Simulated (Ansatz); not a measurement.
`C=[CH][GeH]([NH2])[Cl]` → 2 C• + Cl• + Ge• + 6 H• + N•  (atomization)

Gas-phase electronic energies from Ansatz, PBE0-D4/def2-TZVP geometries. CCSD(T)/CBS is the MP2 limit (def2-TZVPP, def2-QZVPP) plus CCSD(T) − MP2 in def2-TZVPP, frozen cores. This one scheme is used for every species, atoms too. No spin–orbit coupling; open shells (•) take unrestricted orbitals. Spin–orbit coupling would lower the free atoms: a little for C, Cl; clearly for Ge. For Ge outer-core shells are correlated without core-valence functions, so the limit isn't a true one: a few kJ/mol of doubt a bond, and 10 to 20 or more in all where bonds break to atoms. Scalar relativity is left out up to krypton. One conformer a species, not always the lowest.

```
             level  ΔE (kJ/mol)
   CCSD/def2-TZVPP       3790.5
SCS-MP2/def2-QZVPP       3965.0
```

(1) What does CCSD(T)/CBS give? (Best estimate.)

Largest T1 diagnostic among the species: 0.011.

Answers

(1) Computed: +3955.6 kJ/mol. The listed levels differ from it by -165.1, 9.4 kJ/mol.

From PBE to PBE0 (25 % exact exchange), in def2-TZVPP and without D4, ΔE moves by −64.5 kJ/mol: exact exchange takes away binding that semilocal exchange gives to molecules. The D4 term adds +41.7 kJ/mol with B3LYP and +22.1 kJ/mol with PBE0; it sums over pairs of atoms, weighted by their polarisabilities, and B3LYP, whose exchange is more repulsive, gets the larger term. In def2-TZVPP, CCSD(T) changes the Hartree–Fock value by +1031.7 kJ/mol (the triples alone add +65.8 kJ/mol) and MP2 by +1086.6 kJ/mol; breaking electron pairs costs correlation energy, which Hartree–Fock lacks.

B3LYP here is the variant with VWN-RPA as its local correlation; programs differ in this.

For atomizations the MP2-based limit and the directly extrapolated one differ by several kJ/mol either way, and by 10 to 25 for some Ge, Se and Sn compounds, so smaller differences from it don't rank the levels.
